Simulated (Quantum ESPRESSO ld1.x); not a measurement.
Results of a calculation; reference values are marked as such.
Question: Yb+, 69 electrons, occupied as [Xe] 4f14 6s1. Code: ld1.x of Quantum ESPRESSO 7.5. Model: Dirac Kohn-Sham, LDA (Slater exchange, VWN5 correlation), spin-unpolarised, spherical densities, point nucleus. Some entries of the table are withheld. Estimate them.

| orbital | occ. | eigenvalue (eV) | <r^2> (bohr^2) |
|---|---|---|---|
| 1s1/2 | 2 | -61121.8 | 0.0005305 |
| 2s1/2 | 2 | -10356.1 | 0.008160 |
| 2p1/2 | 2 | -9880.90 | 0.005864 |
| 2p3/2 | 4 | -8834.96 | 0.007076 |
| 3s1/2 | 2 | -2338.86 | 0.05369 |
| 3p1/2 | 2 | -2128.85 | (1) |
| 3p3/2 | 4 | -1906.91 | (2) |
| 3d3/2 | 4 | -1548.49 | 0.04404 |
| 3d5/2 | 6 | -1499.96 | 0.04591 |
| 4s1/2 | 2 | -464.974 | 0.2693 |
| 4p1/2 | 2 | (3) | 0.2802 |
| 4p3/2 | 4 | (4) | 0.3181 |
| 4d3/2 | 4 | -189.734 | 0.3565 |
| 4d5/2 | 6 | -180.551 | 0.3715 |
| 5s1/2 | 2 | (5) | 1.648 |
| 5p1/2 | 2 | -38.8813 | 2.132 |
| 5p3/2 | 4 | -32.7213 | 2.525 |
| 4f5/2 | 6 | -10.7962 | 0.8283 |
| 6s1/2 | 1 | -9.5525 | 13.80 |
| 4f7/2 | 8 | -9.4754 | 0.8913 |
| 5d3/2 | 0 | -6.9313 | 8.984 |
| 5d5/2 | 0 | -6.6361 | 9.646 |
| 6p1/2 | 0 | -6.0254 | 21.69 |
| 6p3/2 | 0 | -5.5295 | 24.59 |

Answer: 
(1) 3p1/2 <r^2> (bohr^2): 0.04951
(2) 3p3/2 <r^2> (bohr^2): 0.05627
(3) 4p1/2 eigenvalue (eV): -380.044
(4) 4p3/2 eigenvalue (eV): -329.593
(5) 5s1/2 eigenvalue (eV): -61.8891
